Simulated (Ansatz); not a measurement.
Harmonic frequencies (cm⁻¹) at PBE0-D4/def2-TZVP from Ansatz: 43, 60, 79, 179, 190, 390, 490, 516, 582, 726, 728, 739, 753, 954, 959, 992, 1046, 1556, 2048, 2186, 2208, 2214, 3626, 3736.

Each molecule was computed in one conformer, which needn't be the lowest.

Task: Which molecule is it?
A. `[SiH3][O][GaH2]`
B. `[NH2][GaH][O][SiH3]`
C. `[NH2][Ga]([Cl])[O][SiH3]`
D. `C[O][Ga]([F])[SH]`

Result: B.
